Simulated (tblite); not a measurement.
Planning a molecular-dynamics run on `[SiH3][O][GeH2][GeH3]`.

Method: GFN2-xTB Langevin dynamics, gas phase (tblite 0.8.0). Geometry: GFN2-xTB. Work: Langevin dynamics, 2000 steps. The command runs a driver script over a list of jobs; the input below is this job's line of settings and its coordinates in Å.

Command:
```bash
OMP_NUM_THREADS=1 python probes_run.py task.json out
```

Input:
```
{"job": {"kind": "md", "xc": "GFN2-xTB", "basis": "xTB", "temperature": 400, "steps": 2000, "every": 50, "frames": 5}, "charge": 0, "multiplicity": 1}
Si     2.090902     0.538675     0.099872
O      1.192205    -0.809325     0.192866
Ge    -0.464511    -1.357237     0.038410
Ge    -1.921617     0.519905    -0.139446
H      2.066345     1.038264    -1.278885
H      3.405149     0.069336     0.521296
H      1.533978     1.558826     0.997993
H     -0.413329    -2.281112    -1.164895
H     -0.623745    -2.235252     1.263417
H     -3.336295     0.135396    -0.458993
H     -1.518459     1.486057    -1.215764
H     -2.009424     1.335781     1.118102
```

Hardware: one thread, Intel Xeon 6975P-C (x86_64), no GPU, shared host.

Problem. Which is nearest to the wall time?
A. 0.16 s
B. 9.3 s
C. 1.2 s

Solution. B. The run took 9.3 s. That is 4.7 ms a step, or 390 ps of dynamics an hour.

Problem. Estimate the peak memory.

Solution. About 0.19 GiB. Peak memory is the resident size of the whole Python process, interpreter and libraries included.

Problem. At this speed, how long would 5000 such jobs take on 64 cores, one job a core?

Solution. 5000/64 gives 79 rounds of 9.3 s, about 12 min of wall time and 13 core-hours, if the jobs don't slow each other.

Other jobs ran on the host; a repeat could differ by tens of per cent or more.
